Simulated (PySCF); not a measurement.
CH5AlClN, SMILES C[NH][AlH][Cl].

Coordinates come from a B3LYP-D3(BJ)/def2-SVP optimisation. Other conformers were not sampled.

All values below come from PySCF with IEF-PCM-B3LYP/def2-SVP.

The values are the electrostatic part of the solvation free energy, E(continuum) − E(gas) at the gas-phase geometry, in a cavity of scaled van der Waals radii (PySCF's table); cavitation and dispersion terms are not included. A continuum can't describe solvent molecules that bind to the metal. In vacuum the orbital gap is 6.20 eV. The dipole moment in vacuum is 2.20 D.

Computed values in water (ε = 78.36), cyclohexanone (ε = 15.62), toluene (ε = 2.37):
| solvent | ε | ΔG(elec) (kcal/mol) | dipole (D) | gap (eV) |
|---|---|---|---|---|
| water | 78.36 | -4.1 | 2.62 | 6.25 |
| cyclohexanone | 15.62 | -3.7 | 2.59 | 6.24 |
| toluene | 2.37 | -1.9 | 2.42 | 6.22 |
